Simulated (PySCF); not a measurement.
**C$_{7}$H$_{9}$N$_{3}$Si: full NMR table**

```
Formula                               : C7H9N3Si
SMILES                                : Cc1nnc([SiH3])c(C)c1C#N
InChI                                 : InChI=1S/C7H9N3Si/c1-4-6(3-8)5(2)9-10-7(4)11/h1-2,11H3
Point group of the computed structure : C1
Degrees of unsaturation               : 6
Carbon signals                        : 7
Proton signals                        : 3
```

Atoms are numbered as in `[CH3:1][c:2]1[n:3][n:4][c:5]([SiH3:6])[c:7]([CH3:8])[c:9]1[C:10]#[N:11]`; H(Xn) means a hydrogen on atom n.

Isolated molecule, non-relativistic Hamiltonian, one conformer, equivalent nuclei averaged. GIAO PBE0/pcSseg-1 shieldings; coordinates at the GFN2-xTB level; PySCF 2.14.

Referencing at the same level of theory: 1H (31.72 ppm), 13C (186.93 ppm), 29Si (349.16 ppm) against TMS; 15N (267.73 ppm) against NH3.

```tsv
carbon	δC, type	δH (multiplicity)	HMBC from (2–3 bonds)	span of the C tensor (ppm)
C1	25.4, CH3	3.13 (s)	–	41
C2	163.4, C	–	H(C1)	242
C5	166.1, C	–	H(Si6), H(C8)	249
C7	150.0, C	–	H(Si6), H(C8)	263
C8	20.7, CH3	2.71 (s)	–	29
C9	113.5, C	–	H(C1), H(C8)	191
C10	121.0, C	–	–	342
```

Other nuclei:
```json
{"atoms": "H(Si6)", "nucleus": "1H", "environment": "hydrogen on a silicon bonded to C", "δ (ppm)": "4.78", "σ (ppm)": "26.94"}
{"atoms": "Si6", "nucleus": "29Si", "environment": "silicon bonded to C, 3 H", "δ (ppm)": "-73.2", "σ (ppm)": "422.4"}
{"atoms": "N4", "nucleus": "15N", "environment": "pyridine-type ring nitrogen", "δ (ppm)": "501.3", "σ (ppm)": "-233.6"}
{"atoms": "N3", "nucleus": "15N", "environment": "pyridine-type ring nitrogen", "δ (ppm)": "444.4", "σ (ppm)": "-176.7"}
{"atoms": "N11", "nucleus": "15N", "environment": "nitrile nitrogen", "δ (ppm)": "343.6", "σ (ppm)": "-75.9"}
```

1. Carbon types of the structure: 5 × C, 2 × CH3, leaving 3 H on heteroatoms.
2. δC 166.1, 163.4: substituted aromatic carbon next to a ring nitrogen.
3. δC 150.0, 113.5: substituted aromatic carbon.
4. δC 121.0: nitrile carbon; C≡N carbons fall here, among the sp2 signals but without a proton.
5. δC 25.4, 20.7: methyl carbon on an aromatic ring; aliphatic region, no heteroatom directly attached.
6. δH 3.13, 2.71: hydrogen on a methyl carbon on an aromatic ring; benzylic-type position, deshielded by the ring.

Shifts are as computed. Against solution values, carbons near 30 ppm lie about +3 ppm off and those near 130 ppm about +5 ppm. Of 1211 compounds with measured shifts, 218 miss one by over three times the rms of a fit or turn the order of signals round; such compounds aren't used in these exercises. Experimental scales use liquid or dissolved standards, which lie at an offset from isolated NH3 (liquid NH3: subtract about 20 ppm). Unscaled 15N shifts of sp2 nitrogen come out 20 to 40 ppm too high even then. No couplings were computed; multiplicities are counted from neighbouring protons, with m where these are inequivalent, close in shift, in a saturated or five-membered ring or joined by F or P, and br s for small geminal =CH2 splittings.
